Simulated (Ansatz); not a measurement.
A nudged elastic band was laid between two geometries of ClH3OSi + FH (8 atoms, charge 0, multiplicity 1).

These are results of RKS revPBE-D4/6-31G* in Ansatz 0.2.0, not measurements.

```json
{
  "movable images": "5",
  "climbing image": "yes",
  "spring": "5.0 eV/Å²",
  "optimiser": "quadratic models (default)",
  "start path": "through a guess of the saddle point",
  "force threshold": "0.05 eV/Å",
  "iteration limit": "60",
  "end points": "relaxed"
}
```

First end point:

```xyz
8
Properties=species:S:1:pos:R:3
Si -0.137 0.406 -0.152
H 0.220 0.731 1.271
Cl 1.664 0.543 -1.201
H -1.083 1.403 -0.730
O -0.870 -1.078 -0.306
H -0.349 -1.798 0.119
F 0.863 -2.454 1.384
H 0.498 -2.081 2.173
```

Last end point:

```xyz
8
Properties=species:S:1:pos:R:3
Si 0.423 -0.242 -0.400
H -0.700 -0.440 3.099
Cl 1.360 0.015 -2.232
H 0.034 1.070 0.167
O -0.956 -1.141 -0.566
H -0.870 -1.974 -1.067
F 1.505 -0.969 0.564
H 0.010 -0.646 2.991
```

Q: Which bonds break or form, and what moves?

A: Bonds broken: Si1–H2, F7–H8. Bonds formed: Si1–F7, H2–H8. ClH3OSi + FH becomes ClFH2OSi + H2.

Q: Give the energies along the band, and the barrier.

A: The run converged. The highest image is number 2 of 0 to 6, 105.2 kJ/mol above the first end and 244.7 kJ/mol above the last; the last end lies 139.5 kJ/mol below the first. Neighbouring images differ by up to 1.8 eV, so the band resolves the path poorly. A vibrational analysis at the climbing image gives one clearly imaginary mode, 986i cm⁻¹: a first-order saddle point. The orbitals stay closed-shell, which can raise the energy where a bond breaks towards radicals; this wasn't checked here.

```csv
image,path coordinate (Å),energy (kJ/mol),Si1–H2 (Å),F7–H8 (Å),Si1–F7 (Å)
0,0.00,0.0,1.50,0.95,3.40
1,1.22,8.1,1.52,0.95,2.93
2,2.44,105.2,1.70,1.19,1.99
3,3.56,-70.4,2.49,1.88,1.65
4,4.68,-132.6,3.31,2.34,1.62
5,5.80,-139.7,3.99,2.68,1.62
6,6.93,-139.5,3.68,2.87,1.62
```

Q: What is the geometry of the highest image?

A: 
```xyz
8
Properties=species:S:1:pos:R:3
Si 0.029 -0.161 0.044
H 0.207 0.271 1.676
Cl 1.792 0.141 -1.010
H -0.707 1.119 -0.171
O -1.129 -1.241 -0.467
H -0.881 -2.175 -0.318
F 0.882 -1.626 1.085
H 0.614 -0.655 1.718
```

Run time: 3 min on 1 thread of Arm Neoverse V2 (shared host), peak memory 0.14 GiB.
